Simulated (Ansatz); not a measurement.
Ansatz (a quantum-chemistry and plane-wave program) input:

Ansatz 0.2 input:
```yaml
crystal:
  periodic: [false, false, false]
  atoms:
    - {symbol: C, position_ang: [2.68393641, 0.54521681, -0.87319774]}
    - {symbol: C, position_ang: [1.64485259, 0.21086874, 0.13456248]}
    - {symbol: N, position_ang: [0.28822017, 0.36904669, -0.37993104]}
    - {symbol: C, position_ang: [-0.07136307, 1.75868376, -0.62193860]}
    - {symbol: Ge, position_ang: [-1.02129656, -0.69627236, 0.38081730]}
    - {symbol: H, position_ang: [3.67350275, 0.85634336, -0.56775972]}
    - {symbol: H, position_ang: [2.49579910, 0.34616421, -1.91947637]}
    - {symbol: H, position_ang: [1.76819040, -0.83800613, 0.44822940]}
    - {symbol: H, position_ang: [1.81153823, 0.80988700, 1.04762853]}
    - {symbol: H, position_ang: [-0.06263046, 2.37324554, 0.29289864]}
    - {symbol: H, position_ang: [-1.06829091, 1.81842069, -1.06110169]}
    - {symbol: H, position_ang: [0.63061392, 2.21137776, -1.32699879]}
    - {symbol: H, position_ang: [-0.49888191, -2.14152877, 0.35101143]}
    - {symbol: H, position_ang: [-2.28768228, -0.52760214, -0.47376491]}
    - {symbol: H, position_ang: [-1.34276550, -0.29952894, 1.84614018]}
basis:
  gaussian:
    orbitals: def2-TZVPD
hamiltonian:
  xc: {name: CAM-B3LYP}
magnetization: {spin_polarized: true, initial_magnetization: 1}
output: {forces: true}
```

Problem. What final total energy does it print?

Solution. -2252.09773 Eh (CAM-B3LYP/def2-TZVPD). The basis has 292 functions.

It need not be the lowest isomer of its formula.
